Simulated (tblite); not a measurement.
Species: C4H6F3P.
Z-matrix (Å and degrees, GFN2-xTB geometry), rows numbered from 1:
```
F 
C   1  1.3460
F   2  1.3435  1  106.03
F   2  1.3425  1  106.45  3  -113.01
C   2  1.5035  1  112.52  3   123.79
C   5  1.5364  2  116.57  1   -68.34
C   6  1.5351  5   96.02  2  -140.74
P   7  1.8810  6   92.38  5    19.52
H   5  1.0942  2  107.51  1    59.29
H   6  1.0900  5  114.75  2    97.59
H   6  1.0904  5  110.42  2   -25.46
H   7  1.0875  6  116.47  5   140.51
H   7  1.0905  6  112.09  5   -93.22
H   8  1.4042  5   93.37  2    44.01
```

Computed with GFN2-xTB (tblite): harmonic, unscaled wavenumbers at the GFN2-xTB geometry, gas phase. Against measured fundamentals such values can be off by several per cent, at times by over 20. Modes of hydrogen on phosphorus can be 10 to 20 % off. One conformer, not necessarily the lowest.

Harmonic wavenumbers (cm⁻¹): 45.9, 112.7, 138.1, 233.5, 308.3, 358.4, 450.7, 487.3, 545.4, 584.5, 669.3, 712.3, 743.6, 829.9, 857.1, 878.6, 980.2, 998.4, 1025.1, 1031.6, 1051.6, 1110.7, 1148.7, 1170.5, 1182.7, 1206.0, 1257.0, 1301.9, 1442.8, 1481.2, 2251.6, 2950.9, 2982.9, 2994.4, 3001.6, 3014.6.

A = 3033, B = 1256, C = 1083 MHz; mass 142.016 u (most abundant isotopes); point group C1, symmetry number 1.

Q: What is the zero-point energy?

A: Half the sum of the wavenumbers: 20770 cm⁻¹ = 248.46 kJ/mol.

Q: Entropy at 298.15 K, 1 bar (ideal gas, RRHO, classical rotation)?

A: Translation 170.66, rotation 120.27, vibration 83.98: S = 374.9 J/(mol K).

Q: And Cp and H(298.15 K) − H(0)?

A: Cp = 130.63 J/(mol K), of which vibrations give 97.38 (their classical limit is 36 R = 299.3); H(298.15 K) − H(0) = 23.51 kJ/mol without the zero-point energy, 13.59 from vibrations.

Q: Which modes carry the vibrational entropy at 298.15 K?

A: 45.9 cm⁻¹: 20.86; 112.7 cm⁻¹: 13.48; 138.1 cm⁻¹: 11.84; 233.5 cm⁻¹: 7.75; 308.3 cm⁻¹: 5.74; 358.4 cm⁻¹: 4.72 J/(mol K); the other 30 give 19.58 together.

Q: What must be added to the electronic energy to get the Gibbs energy at 298.15 K and 1 bar?

A: ZPE + [H(298.15 K) − H(0)] − T·S = 248.46 + 23.51 − 111.78 = 160.19 kJ/mol.

Hindered rotation and anharmonicity are outside this model. Other conformers, if any are populated, would add a mixing term that is left out. The structure is chiral; the term R ln 2 for an equal mix with its mirror image is left out.
